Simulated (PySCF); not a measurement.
# Trend along group 13: MTl molecules

CCSD(T) with double-zeta basis sets in PySCF, for the lowest determinant that a PBE0 search found; no spin–orbit coupling. De refers to high-spin ground-configuration atoms.

```csv
M,basis,"reference, frozen orbitals",state (unpaired electrons),Re (Å),ωe (cm⁻¹),De (eV)
B,aug-cc-pVDZ-PP/aug-cc-pVDZ,"UHF, 5","triplet (σ ↑, π ↑)",2.509,338,1.34
Al,def2-SVP,"UHF, 9","triplet (σ ↑, π ↑)",2.918,188,1.10
Ga,def2-SVP,"UHF, 13","triplet (σ ↑, π ↑)",2.924,127,1.09
In,def2-SVP,"UHF, 8","triplet (σ ↑, π ↑)",3.101,101,1.02
Tl,def2-SVP,"UHF, 8","triplet (σ ↑, π ↑)",3.152,82.9,0.97
```

Q: By what factor does the harmonic wavenumber vary along the series?

A: At CCSD(T) it runs from 82.9 cm⁻¹ (Tl2) to 338 cm⁻¹ (TlB), a factor of 4.08.

The rows differ in basis set, which adds steps of its own.

Down a group the atoms grow and get heavier, so bonds lengthen and wavenumbers fall; this series shows no clear exception.

Correlated steps freeze the inner cores (5 to 13 orbitals); shallow outer-core shells are correlated. Correlated levels converge slowly with the basis: in double zeta they bind strong bonds too weakly, by up to about 1 eV, and carry superposition errors of some tenths. These are scalar-relativistic numbers at best; spin–orbit coupling would shift them, the dissociation energy most. States were picked by a PBE0 search and need not be the measured ground states.
